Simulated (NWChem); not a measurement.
# Si2H3O2Cl; SMILES Cl[SiH]1O[SiH2]O1

```xyz
8

Cl    -0.3414     2.1426     0.0000
Si     0.6769     0.3715     0.0000
O      0.1542    -0.6978    -1.1932
Si    -0.3894    -1.7834     0.0000
O      0.1542    -0.6978     1.1932
H      2.1224     0.6661     0.0000
H      0.3467    -3.0726     0.0000
H     -1.8593    -1.9889     0.0000
```
Atoms are numbered in this order, from 1.

Computed with NWChem. Pople sets run with spherical d functions. Structure relaxed at the PBE0/def2-SVP level. Vzz is the largest principal value of the second derivative of the potential at the nucleus (NWChem prints the opposite sign); η is the asymmetry. Non-relativistic.

| level | Vzz Cl1 (a.u.) | η Cl1 | Vzz O5 (a.u.) | η O5 | relative time |
|---|---|---|---|---|---|
| PBE/def2-SVP | 1.857 | 0.12 | 0.806 | 0.50 | 1 |
| PBE/cc-pVTZ | 1.814 | 0.15 | 0.803 | 0.41 | 10 |
| Hartree-Fock/6-31G* | 1.919 | 0.08 | 0.817 | 0.59 | 1 |
| Hartree-Fock/cc-pVTZ | 1.861 | 0.10 | 0.815 | 0.46 | 6 |

Relative times are rough (shared machine, one core).
